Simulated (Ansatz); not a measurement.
`C[N]1[CH2][GeH2]1` → `C[CH2][Ge][NH2]`  (isomerisation)

Isolated molecules relaxed with PBE0-D4/def2-TZVP in Ansatz; ΔE leaves out vibrations. CCSD(T)/CBS adds triple-zeta CCSD(T) − MP2 to the extrapolated MP2 energy (def2 sets, frozen cores). Functionals use def2-TZVPP. B3LYP here is the variant with VWN-RPA as its local correlation; programs differ in this. For Ge outer-core shells are correlated without core-valence functions, which leaves a few kJ/mol of doubt a bond. Scalar relativity is left out up to krypton. Each species was taken in one conformer, which may not be the lowest.

(1) Is it downhill or uphill in electronic energy at CCSD(T)/CBS, and by how much? (Estimate.)

(2) What do these levels give: PBE-D4, r2SCAN-D4, PBE0-D4, B3LYP-D4, ωB97X-V, PBE0, B3LYP, SCS-MP2/def2-TZVPP, CCSD/def2-TZVPP, SCS-MP2/def2-QZVPP, MP2/CBS(def2), CCSD/CBS(def2)? (Best estimate.)

Largest T1 diagnostic among the species: 0.013.

## Answers

(1) The calculation gave: Downhill: ΔE = -193.5 kJ/mol.

(2) The calculation gave: PBE-D4 -188.2, r2SCAN-D4 -184.5, PBE0-D4 -188.1, B3LYP-D4 -207.2, ωB97X-V -187.3, PBE0 -187.6, B3LYP -206.3, SCS-MP2/def2-TZVPP -185.0, CCSD/def2-TZVPP -190.9, SCS-MP2/def2-QZVPP -189.0, MP2/CBS(def2) -188.6, CCSD/CBS(def2) -198.9 kJ/mol.

In def2-TZVPP, CCSD(T) changes the Hartree–Fock value by +26.2 kJ/mol (the triples alone add +5.4 kJ/mol) and MP2 by +31.2 kJ/mol.
